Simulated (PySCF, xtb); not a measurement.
Ge(H)2(F)(NH2) (FGeH₄N), SMILES [F][GeH2][NH2]. The values are those of a single conformer.

Harmonic wavenumbers (cm⁻¹) from GFN2-xTB (xtb) at its own minimum, in rising order: 149, 212, 487, 492, 499, 555, 659, 666, 761, 798, 1468, 1900, 2011, 3427, 3473.

Q: What does PySCF 2.14.0 with PBE0-D3(BJ)/def2-TZVP give at its own minimum? (The exact figures need the calculation; the answer reports its results.)

A: 225, 248, 507, 509, 676, 692, 729, 815, 854, 920, 1584, 2195, 2204, 3578, 3675. Paired by order, the mean absolute difference is 124 cm⁻¹ and the zero-point energies are 25.1 and 27.7 kcal/mol.
